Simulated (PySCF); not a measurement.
Rb: ionisation energy

Rb [Kr] 5s1 (2S) → Rb⁺ [Kr] (1S), as a difference of total energies. All numbers are calculated (PySCF 2.14, the spin-free X2C one-electron Hamiltonian (Gaussian nucleus), in aug-cc-pwCVTZ-X2C (10s9p7d3f, 93 functions)). Correlated levels: valence and next inner shell: [Ar] 3d10 frozen. The calculations carry no spin-orbit coupling.

| method | ionisation energy (eV) |
| --- | --- |
| UHF | 3.803 |
| MP2 (valence and next inner shell) | 4.125 |
| SCS-MP2 (valence and next inner shell) | 4.060 |
| CCSD (valence and next inner shell) | 4.124 |
| CCSD(T) (valence and next inner shell) | 4.150 |

Task: How much does correlation contribute at CCSD(T) (valence and next inner shell)?

Result: 4.150 − (3.803) = 0.347 eV, measured against UHF.

Errors of the correlated levels include the incompleteness of this basis and the frozen core.

For comparison: 4.177 eV (measured; NIST Atomic Spectra Database, ionization energies).
